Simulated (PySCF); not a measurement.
Computed shifts of a molecule C3H7BF2O, PySCF with PBE/pcSseg-1, GIAO, gas phase, equivalent atoms averaged, in ppm (number of nuclei): ¹³C: 85.4 (1), 68.6 (1), 23.8 (1). ¹⁹F: -51.0 (1), -324.2 (1). ¹H: 4.95 (2), 4.64 (1), 1.68 (3), -0.06 (1). References: ¹³C against TMS (σ = 182.0 ppm); ¹⁷O against H2O (σ = 334.3 ppm); ¹¹B against BF3 (σ = 83.9 ppm); ¹⁹F against CFCl3 (σ = 133.6 ppm); ¹H against TMS (σ = 31.49 ppm), references at their B3LYP-D3(BJ)/def2-TZVP geometries, non-relativistic. Geometry: r2SCAN-D4/def2-SVP. Other conformers were not sampled.

Task: Identify the compound among the candidates.
(A) OCCCB(F)F
(B) COB(CF)CF
(C) CCOB(F)CF
(D) C[C@@H](O)B(F)CF

Result: D, C[C@@H](O)B(F)CF
